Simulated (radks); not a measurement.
The numbers below are computed, except where a source is named.
Effect of the nuclear size on neutral tungsten, [Xe] 4f14 5d4 6s2. Level of theory: Dirac Kohn-Sham, LDA (Slater exchange, Perdew-Wang correlation), spin-unpolarised, spherical densities, finite nucleus; open shells are shared between the two j in proportion to 2j + 1; Fermi nuclear charge, rms radius 5.3658 fm (a radial shooting solver on a logarithmic mesh with Libxc functionals). The rms radius is varied about that value; shifts are against it.

| rms radius (fm) | total energy shift (eV) | density at nucleus (e/bohr^3) | 1s1/2 shift (meV) | 2s1/2 shift (meV) | 5p1/2 shift (meV) | 6s1/2 shift (meV) | 5d5/2 shift (meV) | 6p1/2 (empty) shift (meV) |
|---|---|---|---|---|---|---|---|---|
| 4.3087 | -21.2 | 1.531e+06 | -8610 | -1210 | 0.681 | -0.768 | 0.668 | 0.250 |
| 5.1673 | -4.22 | 1.437e+06 | -1710 | -241 | 0.135 | -0.153 | 0.133 | 0.050 |
| 5.3658 | 0 | 1.419e+06 | 0.000 | 0.000 | 0.000 | 0.000 | 0.000 | 0.000 |
| 5.8702 | 11.2 | 1.375e+06 | 4540 | 639 | -0.358 | 0.405 | -0.352 | -0.132 |
| 6.058 | 15.5 | 1.36e+06 | 6290 | 886 | -0.496 | 0.561 | -0.488 | -0.182 |

Slopes of the eigenvalues against <r^2> in GHz/fm^2, as finite differences over the two radii next to the reference (eigenvalue slopes, not the field-shift constants of lines): 1s1/2 195000, 2s1/2 27400, 5p1/2 -15.4, 6s1/2 17.4, 5d5/2 -15.1, 6p1/2 (empty) -5.64.
